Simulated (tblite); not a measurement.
Species: C₆H₄N₂.
SMILES: `c1ncc(C#N)cc1`

Computed with GFN2-xTB (tblite): harmonic, unscaled wavenumbers at the GFN2-xTB geometry, gas phase. Errors from tens to a few hundred cm⁻¹ against measured bands are possible.

Harmonic wavenumbers (cm⁻¹): 128.1, 146.6, 311.2, 364.0, 454.5, 531.3, 547.0, 604.4, 680.3, 784.0, 788.7, 896.5, 919.1, 926.1, 1005.4, 1090.1, 1134.7, 1193.0, 1233.5, 1259.0, 1272.4, 1395.4, 1440.8, 1552.3, 1567.1, 2375.6, 3066.7, 3068.2, 3082.4, 3102.3.

A = 5913, B = 1596, C = 1257 MHz; mass 104.037 u (most abundant isotopes); point group Cs, symmetry number 1.

Question: What is the zero-point energy?

Answer: Half the sum of the wavenumbers: 18460 cm⁻¹ = 52.78 kcal/mol.

Question: What is S at 200 K and 1 bar for an ideal gas of classical rigid rotors and harmonic oscillators?

Answer: Translation 37.88, rotation 26.51, vibration 6.67: S = 71.1 cal/(mol K).

Question: And Cp and H(200 K) − H(0)?

Answer: Cp = 18.20 cal/(mol K), of which vibrations give 10.25 (their classical limit is 30 R = 59.6); H(200 K) − H(0) = 2.43 kcal/mol without the zero-point energy, 0.84 from vibrations.

Question: Blend soft modes into free rotors: weight 1/[1 + (100 cm⁻¹/ν̃)⁴] for the oscillator and the rest for a rotor with moment μB/(μ + B), μ = h/(8π²ν), B = 10⁻⁴⁴ kg m². What vibrational entropy results?

Answer: 6.70 cal/(mol K) in place of 6.67, which changes −T·S at 200 K by -0.01 kcal/mol.

Question: What must be added to the electronic energy to get the Gibbs energy at 200 K and 1 bar?

Answer: ZPE + [H(200 K) − H(0)] − T·S = 52.78 + 2.43 − 14.21 = 41.00 kcal/mol.

Question: How do the functions run with temperature in this model?

Answer: 
```tsv
T (K)	S (cal/(mol K))	Cp (cal/(mol K))	H − H(0) (kcal/mol)	G − H(0) (kcal/mol)	ln q(vib)
50	53.8	9.2	0.41	-2.27	0.04
100	61.0	11.9	0.94	-5.16	0.32
298.15	79.6	25.3	4.56	-19.18	2.37
373.15	85.9	30.5	6.66	-25.39	3.34
500	95.9	37.8	11.01	-36.92	5.10
750	113.2	47.4	21.76	-63.12	8.66
1000	127.7	53.2	34.39	-93.27	12.10
```

q(vib) and H(0) count from the zero-point level.

Question: Which modes carry the vibrational entropy at 200 K?

Answer: 128.1 cm⁻¹: 2.22; 146.6 cm⁻¹: 1.97; 311.2 cm⁻¹: 0.75; 364.0 cm⁻¹: 0.56; 454.5 cm⁻¹: 0.33; 531.3 cm⁻¹: 0.21 cal/(mol K); the other 24 give 0.62 together.

Hindered rotation and anharmonicity are outside this model.
